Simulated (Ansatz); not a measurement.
Compare A (`COCBC=N`) with its isomer B (`B/C=C(\O)CN`).

Isolated molecules relaxed with PBE0-D4/def2-TZVP in Ansatz; ΔE leaves out vibrations. CCSD(T)/CBS adds triple-zeta CCSD(T) − MP2 to the extrapolated MP2 energy (def2 sets, frozen cores). Functionals use def2-TZVPP. B3LYP here is the variant with VWN-RPA as its local correlation; programs differ in this. One conformer a species, not always the lowest.

Question: Which isomer does CCSD(T)/CBS put lower? Give the gap. (An estimate is asked.)

Answer: Ansatz gave: B, by 14.1 kcal/mol.

Question: Give E(B) − E(A) in kcal/mol with PBE-D4, B2PLYP, HF/def2-TZVPP, ωB97M-V, r2SCAN-D4, CCSD(T)/def2-TZVPP, B3LYP. (Estimate.)

Answer: Computed: PBE-D4 -16.4, B2PLYP -13.7, HF/def2-TZVPP -10.6, ωB97M-V -14.4, r2SCAN-D4 -16.9, CCSD(T)/def2-TZVPP -13.1, B3LYP -13.0. None reverses the order clearly.

Largest T1 diagnostic: 0.012.

In def2-TZVPP, CCSD(T) changes the Hartree–Fock value by −2.5 kcal/mol (the triples alone add −0.7 kcal/mol) and MP2 by −5.6 kcal/mol. The D4 term adds −1.1 kcal/mol with B3LYP and −0.6 kcal/mol with PBE0; it sums over pairs of atoms, weighted by their polarisabilities, and B3LYP, whose exchange is more repulsive, gets the larger term.
